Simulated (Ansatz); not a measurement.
Born–Oppenheimer molecular dynamics of C$_{3}$H$_{12}$O$_{2}$Si$_{2}$ (19 atoms, charge 0, multiplicity 1). It starts from a relaxed structure.

Level of theory: RKS r2SCAN-D4/STO-3G (Ansatz).

- ensemble: NVT, Langevin thermostat
- time step: 0.5 fs
- steps asked: 100
- set temperature: 3000 K
- friction: 0.005 /fs
- seed: 654027

First frame:

```xyz
19
Properties=species:S:1:pos:R:3
Si -0.049 -0.098 -0.337
C 0.061 -0.097 1.550
H -0.929 0.036 1.999
H 0.466 -1.042 1.928
H 0.704 0.714 1.911
O 1.513 0.101 -1.038
C 2.418 -0.955 -0.605
H 2.083 -1.978 -0.892
H 3.393 -0.775 -1.100
H 2.600 -0.964 0.493
O -0.735 1.376 -0.911
C -2.153 1.446 -0.590
H -2.367 1.447 0.503
H -2.537 2.401 -1.000
H -2.755 0.624 -1.041
Si -1.171 -1.964 -1.033
H -2.295 -2.238 -0.164
H -1.677 -1.826 -2.380
H -0.318 -3.131 -1.005
```

Problem. How far do the bonds stretch over the last three quarters of this one trajectory? (Pairs bonded in most of those frames.)

Solution. 
```tsv
bond	mean (Å)	spread (Å)	shortest	longest
Si1–C2	1.958	0.053	1.86	2.03
Si1–O6	1.710	0.063	1.66	1.86
Si1–O11	1.755	0.047	1.68	1.83
Si1–Si16	2.266	0.125	2.14	2.52
C2–H3	1.114	0.068	0.98	1.22
C2–H4	1.105	0.056	1.02	1.21
C2–H5	1.106	0.057	1.01	1.20
O6–C7	1.451	0.039	1.37	1.49
C7–H8	1.128	0.044	1.06	1.20
C7–H9	1.136	0.090	1.00	1.26
C7–H10	1.133	0.071	1.02	1.24
O11–C12	1.522	0.110	1.34	1.68
C12–H13	1.140	0.099	0.99	1.29
C12–H14	1.133	0.086	0.96	1.27
C12–H15	1.133	0.082	1.00	1.28
Si16–H17	1.473	0.079	1.35	1.59
Si16–H18	1.505	0.156	1.25	1.73
Si16–H19	1.535	0.178	1.22	1.80
```

Pairs bonded in part of these frames only: Si16–H19 93 %.

Mean temperature of the second half: 1880 K. The mean temperature of the second half is 37 % below the set value. A run of 0.05 ps of so small a system gives no equilibrium averages. Limits of this set-up: minimal basis.

The run took 7.3 min on 1 thread of Intel(R) Xeon(R) 6975P-C (Granite Rapids), with other jobs on the host, peak memory 0.18 GiB.
